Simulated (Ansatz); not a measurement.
**Which method gave which barrier?**

Saddle point of SiH₄O₃, closed shell (SiH₄O₃ ([OH][SiH]([OH])[OH]) → SiH₂O₃ ([O][Si]([OH])[OH]) + H₂; bonds formed: H2–H4; bonds broken: Si1–H2, O3–H4), PBE0-D4/def2-TZVP structure:

```csv
atom,x (Å),y (Å),z (Å)
Si1,-0.2603,-0.1020,-0.1128
H2,1.3789,-0.6733,-0.3778
O3,-0.7079,-1.5689,-0.3229
H4,0.7438,-1.3682,-0.4398
O5,-0.4018,1.0477,-1.2318
O6,-0.1799,0.6365,1.3269
H7,-0.3346,1.9598,-0.9401
H8,-0.2383,0.0682,2.0984
```

Computed with Ansatz 0.2.0 (basis: def2-TZVPP, with def2-QZVPP for the basis limit); correlated methods freeze the cores. B3LYP uses VWN-RPA correlation. Extrapolation: Hartree–Fock as exp(−7.88 √X), correlation as X^−2.97. Four methods, as single points on the PBE0-D4 structures, gave these electronic barriers from the start structure: 52.43, 59.67, 61.82, 76.99 kcal/mol.

(1) The methods were, in alphabetical order, B3LYP-D4, CCSD(T), HF, PBE-D4. Which gave which? (A judgement: the text doesn't fix the answer.)

The T1 diagnostic stays at or below 0.015.

## Answers

(1) The calculation gives: PBE-D4 52.43; B3LYP-D4 59.67; CCSD(T) 61.82; HF 76.99 kcal/mol. For comparison, CCSD(T) at an estimated basis limit (MP2 extrapolated from triple and quadruple zeta, plus CCSD(T) − MP2 in triple zeta) gives 61.51 kcal/mol.

Labels in which every atom is bracketed show which atoms are joined, not bond orders.

For scale, one of the runs: CCSD(T)/def2-TZVPP, 191 basis functions, launched by `ansatz run in.yaml --threads 2 --pin off --events-out ev --progress --plain --max-ram 4352MiB`. Time: 48 s of wall clock on 2 CPU threads of an Intel Xeon Platinum 8259CL; the host was shared. Peak host memory: 2.2 GiB.
